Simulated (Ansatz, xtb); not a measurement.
## Isomers of AlBF2Si in order of energy

3 gas-phase structures of AlBF2Si, found in a search over its isomers (lower ones may exist). Each was relaxed with GFN2-xTB; where two conformers were screened, the lower at r2SCAN-D4/def2-SVP is listed:

A. `[F][Al]([F])[B]=[Si]`, a triplet
B. `F[B]1[Si][Al]1[F]`, a singlet
C. `F[B]1[Si][Al]1[F]`, a triplet

**Question.** Which do you expect lowest at r2SCAN-D4/def2-SVP, and how would the others follow?

**Answer.** Calculated order at r2SCAN-D4/def2-SVP: B (0.0), C (21.1), A (27.8) kcal/mol.

Energies above the lowest of each column, in kcal/mol; the last columns are at BLYP-D3(BJ)/def2-SVP geometries:

```tsv
structure	HF/STO-3G	r2SCAN-D4/def2-SVP	BLYP-D3(BJ)/def2-SVP	CCSD(T)/def2-SVP + ΔMP2/def2-TZVPP
B	2.2	0.0	0.0	0.0
C	8.9	21.1	24.0	27.3
A	0.0	27.8	27.2	24.5
```

CCSD(T)/def2-SVP + ΔMP2/def2-TZVPP puts B lowest; HF/STO-3G picks A. CCSD(T)/def2-SVP + ΔMP2/def2-TZVPP orders those it was run on as B (0.0), A (24.5), C (27.3) kcal/mol. Flexible structures stand in one conformer each, not always the lowest. GFN2-xTB has no spin polarisation and isn't compared across spin states. Open shells are spin-unrestricted. ΔMP2 is the change of the MP2 energy from the smaller to the larger basis.

Programs: Ansatz 0.2.0, xtb 6.7.1.
